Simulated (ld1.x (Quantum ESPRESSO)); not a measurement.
hafnium (Hf): excitation energies, all-electron against TM

hafnium, norm-conserving Troullier–Martins (Kleinman–Bylander form), made with ld1.x (Quantum ESPRESSO) 7.5 (PBEsol, scalar-relativistic). Core [Kr] 4d10 4f14 5s2, reference 5p6 5d2 6s2 6p0. Waves: 6s (bound): rc 2.15 bohr; 5p (bound): rc 2.05 bohr; 5d (bound): rc 3.00 bohr. Local part: all-electron potential smoothed inside 1.60 bohr (lloc = -1). Core correction: a·sin(br)/r model core, default radius (core density twice the valence density).

Energies are relative to the spin-unpolarised reference configuration 5p6 5d2 6s2 6p0; without spin polarisation the order of configurations can differ from experiment. The frozen-core shift is the all-electron ΔE with the core orbitals held at their reference shape minus the fully relaxed ΔE.

**Question.** Give the all-electron excitation energy and the error of the potential for: 5p6 5d2 6s1 6p0; 5p6 5d2 6s0 6p0; 5p6 5d1 6s0 6p0; 5p6 5d3 6s1 6p0; 5p6 5d0 6s0 6p0; 5p6 5d3 6s0 6p0; 5p6 5d2.5 6s1.5 6p0.

**Answer.**

```tsv
valence configuration	charge	ΔE all-electron (eV)	error AE − PS (meV)	frozen-core shift (meV)
5p6 5d2 6s1 6p0	+1	8.008	-3.8	+3.5
5p6 5d2 6s0 6p0	+2	22.171	-22	+13
5p6 5d1 6s0 6p0	+3	43.945	-65	+89
5p6 5d3 6s1 6p0	0	2.595	-6.9	+8.8
5p6 5d0 6s0 6p0	+4	76.766	-150	+351
5p6 5d3 6s0 6p0	+1	10.006	-16	+15
5p6 5d2.5 6s1.5 6p0	0	1.255	-2.6	+3.4
```

Note: ghost state, extra bound levels that the all-electron valence spectrum of the same l lacks: s at -78.1 eV. A true bound ghost makes a file unfit for plane-wave use.
